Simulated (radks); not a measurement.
Spherical quantum dot in the effective-mass picture: electrons in a hard-walled sphere of radius 2.11, all in effective atomic units (hartree* = m*/eps^2 hartree, bohr* = eps/m* bohr), one dielectric constant everywhere. Calculated with a radial shooting solver with Libxc functionals: non-relativistic Kohn-Sham, PBE, spin-polarised, spherical densities. Levels are named by radial order and angular momentum (1s, 1p, 1d, 2s, ...), and open shells are averaged over m. Each electron was tried in the lowest free levels, single moves between levels near the top were tried too, and the lowest total energy was kept; such a search can miss a lower state. At N = 1 the Hartree and exchange-correlation terms need not cancel, so that row can carry a self-interaction error.

N	open shells	2S	E (hartree*)	addition energy mu(N+1) - mu(N) (hartree*)	rms radius (bohr*)
1	1s(up 1, down 0)	1	1.11413	0.7886	1.126
2	none	0	3.01686	1.659	1.157
3	1p(up 1, down 0)	1	6.57875	0.6002	1.227
4	1p(up 2, down 0)	2	10.7409	0.6199	1.264
5	1p(up 3, down 0)	3	15.5229	0.8137	1.290
6	1p(up 3, down 1)	2	21.1186	0.5858	1.310
7	1p(up 3, down 2)	1	27.3001	0.6045	1.326
8	none	0	34.0861	1.875	1.339
9	1d(up 1, down 0)	1	42.7474	0.5834	1.359
10	1d(up 2, down 0)	2	51.9921	0.5878	1.375
11	1d(up 3, down 0)	3	61.8245	0.5903	1.389
12	1d(up 4, down 0)	4	72.2473	0.5917	1.400
13	1d(up 5, down 0)	5	83.2618	0.7661	1.411
14	1d(up 5, down 1)	4	95.0424	0.5744	1.420
15	1d(up 5, down 2)	3	107.397	0.5789	1.429
16	1d(up 5, down 3)	2	120.331	0.5817	1.437
17	1d(up 5, down 4)	1	133.847	0.5833	1.444
18	none	0	147.946	2.096	1.450
19	1f(up 1, down 0)	1	164.141	0.5690	1.459
20	1f(up 2, down 0)	2	180.905	0.5703	1.466
21	1f(up 3, down 0)	3	198.239	0.5712	1.473
22	1f(up 4, down 0)	4	216.145	-	1.480

All shells are closed at N = 2, 8, 18 (there: 1s2 1p6 1d10); the second difference of the energy has clear peaks (12 % above both neighbours; the first and last values, which can be the largest, are not judged, and half-filled shells can peak too) at N = 2, 5, 8, 13, 18.
